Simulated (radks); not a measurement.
Values are calculated unless marked as measured or tabulated.
The nuclear charge of the niobium ion Nb2+ is varied continuously with 39 electrons held in [Kr] 4d3. Level of theory: scalar-relativistic Kohn-Sham, r2SCAN, spin-polarised, spherical densities, finite nucleus; open shells are filled with parallel spins first (spin-orbit coupling, left out, can overturn this in heavy ions); meta-GGA in the generalised Kohn-Sham scheme; Fermi nuclear charge, rms radius 4.324 fm (a radial shooting solver on a logarithmic mesh with Libxc functionals). By the Hellmann-Feynman theorem dE/dZ = E(electron-nucleus)/Z, the electronic potential at the nucleus (averaged over a nucleus of fixed radius). The scalar-relativistic energy here is not variational (the density holds large components alone), so the two differ by a part that grows with Z.

\begin{tabular}{lrrrrr}
Z & E (hartree) & E(electron-nucleus)/Z (hartree) & HOMO & e(HOMO) (eV) & <r> HOMO (bohr) \\ \hline
40.6 & -3730.32003 & -220.894 & 4d & -15.122 & 1.958 \\
40.8 & -3774.74058 & -222.358 & 4d & -17.500 & 1.890 \\
41 & -3819.45559 & -223.822 & 4d & -19.992 & 1.828 \\
41.2 & -3864.46503 & -225.285 & 4d & -22.595 & 1.772 \\
41.4 & -3909.76888 & -226.749 & 4d & -25.303 & 1.721 \\
41.6 & -3955.36716 & -228.212 & 4d & -28.114 & 1.675 \\
41.8 & -4001.25994 & -229.676 & 4d & -31.024 & 1.632 \\
42 & -4047.44727 & -231.139 & 4d & -34.030 & 1.592 \\
\end{tabular}

The central difference of E at Z = 41 is -224.311 hartree, to compare with the third column; the second derivative is -7.36 hartree.
